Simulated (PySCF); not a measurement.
Zr(F)3(OH) (F3HOZr), SMILES [OH][Zr]([F])([F])[F], multiplicity 1.

Geometry optimised at PBE-D3(BJ)/def2-SVP. The spin state was assumed, not searched. The def2 effective core potentials stand for the cores of Zr; spin–orbit coupling is left out. The values are those of a single conformer.

Computed with PBE-D3(BJ)/def2-SVP (PySCF).

Frequencies are harmonic and unscaled.

Modes within 1.5 cm⁻¹ of each other (mostly degenerate sets) share a row, with their intensities summed.

```json
[
 {"mode": "1–2", "ν (cm⁻¹)": "154", "IR (km/mol)": "3.9", "moving atoms (share of kinetic energy)": "F 90 %"},
 {"mode": "3–4", "ν (cm⁻¹)": "166", "IR (km/mol)": "1.4", "moving atoms (share of kinetic energy)": "O 38 %, F 35 %, Zr 14 %, H 13 %"},
 {"mode": "5", "ν (cm⁻¹)": "169", "IR (km/mol)": "23.3", "moving atoms (share of kinetic energy)": "F 72 %, Zr 22 %"},
 {"mode": "6–7", "ν (cm⁻¹)": "273", "IR (km/mol)": "372.8", "moving atoms (share of kinetic energy)": "H 81 %, O 16 %"},
 {"mode": "8", "ν (cm⁻¹)": "656", "IR (km/mol)": "40.6", "moving atoms (share of kinetic energy)": "F 94 %"},
 {"mode": "9–10", "ν (cm⁻¹)": "676", "IR (km/mol)": "313.1", "moving atoms (share of kinetic energy)": "F 76 %, Zr 24 %"},
 {"mode": "11", "ν (cm⁻¹)": "743", "IR (km/mol)": "154.1", "moving atoms (share of kinetic energy)": "O 76 %, Zr 18 %"},
 {"mode": "12", "ν (cm⁻¹)": "3872", "IR (km/mol)": "290.2", "moving atoms (share of kinetic energy)": "H 94 %"}
]
```
